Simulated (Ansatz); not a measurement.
# Reading a saddle point

A first-order saddle point of BSiH$_{6}$BrO, closed shell, PBE0-D4/def2-TZVP, with one imaginary mode of 995i cm⁻¹:

```xyz
10
angstrom
B -0.2339 -1.3038 0.2745
Br 2.1263 -1.6617 -0.0887
H -0.6678 -2.2896 -0.2289
H -0.3249 -1.0734 1.4445
H 1.1249 -0.5560 -0.7254
O -0.1107 -0.1386 -0.6150
Si -0.4145 1.4361 -0.1094
H 0.4617 1.7648 1.0400
H -0.1206 2.3031 -1.2711
H -1.8407 1.5188 0.2796
```

Ansatz 0.2.0; basis: def2-TZVPP and def2-QZVPP; cores frozen in the correlated methods. Filled d shells of the heavier atoms are correlated. The def2 sets are not built for correlating such inner shells, so the correlated values are less sure here. Extrapolation: Hartree–Fock as exp(−7.88 √X), correlation as X^−2.97.

(1) Which contacts change along the imaginary mode, and what lies on either side? (A judgement: the text doesn't fix the answer.)

(2) Which side is lower, and how far does the saddle lie above each? (An estimate is asked for; the value comes from the calculation.)

T1 diagnostic: at most 0.011.

## Answers

(1) The calculation gives: The step is SiH₄O ([OH][SiH3]) + BH₂Br ([BH2][Br]) → BSiH₅O ([BH2][O][SiH3]) + HBr, with the molecules in contact on both sides. Shortening one way: B1–O6, Br2–H5; lengthening the same way: B1–Br2, H5–O6.
```
  pair  one side (Å)  saddle (Å)  other side (Å)
 B1–O6          1.61        1.47            1.35
Br2–H5          2.78        1.62            1.43
B1–Br2          2.01        2.41            4.16
 H5–O6          0.97        1.31            1.96
```

(2) The calculation gives: The side with B1–O6, Br2–H5 short is lower by 0.061 eV; the saddle lies 0.879 eV above it and 0.817 eV above the other (CCSD(T) at an estimated basis limit (MP2 extrapolated from triple and quadruple zeta, plus CCSD(T) − MP2 in triple zeta); electronic energies).

The step is the kind of ligand exchange by which a precursor binds to a hydroxyl group, or is hydrolysed, in atomic layer deposition of oxides.

Labels in which every atom is bracketed show which atoms are joined, not bond orders.

For scale, one of the runs: CCSD(T)/def2-TZVPP, 236 basis functions, launched by `ansatz run in.yaml --threads 8 --pin off --events-out ev --progress --plain --max-ram 19148MiB`. Time: 73 s of wall clock on 8 CPU threads of an Arm Neoverse V2; the host was shared. Peak host memory: 4.4 GiB.
